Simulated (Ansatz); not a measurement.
Consider the cleavage of the Si–Si bond: `[SiH3][SiH2][SiH2][GeH3]` + `[NH2][GaH2]` → `[GaH2][NH][SiH2][SiH2][GeH3]` + SiH₄.

Program: Ansatz. Geometries: PBE0-D4/def2-TZVP. ΔE: electronic, gas phase. CCSD(T)/CBS adds triple-zeta CCSD(T) − MP2 to the extrapolated MP2 energy (def2 sets, frozen cores). This one scheme is used for every species. DFT in def2-TZVPP. For Ga, Ge outer-core shells are correlated without core-valence functions, which leaves a few kJ/mol of doubt a bond. Scalar relativity is left out up to krypton. Each species was taken in one conformer, which may not be the lowest.

| level | ΔE (kJ/mol) |
| --- | --- |
| BLYP-D4 | -43.9 |
| r2SCAN0-D4 | -41.9 |
| revPBE | -12.2 |
| r2SCAN0 | -39.5 |
| LC-ωPBE | -32.5 |
| MP2/def2-SVP | -45.4 |
| HF/def2-TZVPP | -44.0 |
| SCS-MP2/def2-QZVPP | -52.9 |

(1) What does CCSD(T)/CBS give? (Best estimate.)

Largest T1 diagnostic among the species: 0.014.

Results:

(1) Ansatz gave: -46.1 kJ/mol. The listed levels differ from it by 2.2, 4.2, 33.9, 6.6, 13.6, 0.7, 2.1, -6.8 kJ/mol.

From PBE to PBE0 (25 % exact exchange), in def2-TZVPP and without D4, ΔE moves by −6.1 kJ/mol. At CCSD(T), def2-SVP lies +5.3 kJ/mol from the extrapolated value and def2-TZVPP −2.4 kJ/mol. Leaving LDA and LC-ωPBE aside and taking each functional with its dispersion term where it has one, the values, not all of them listed here, spread over 25.5 kJ/mol, from BHLYP-D4 to PBE-D4. LDA lies −17.4 kJ/mol from PBE without D4.
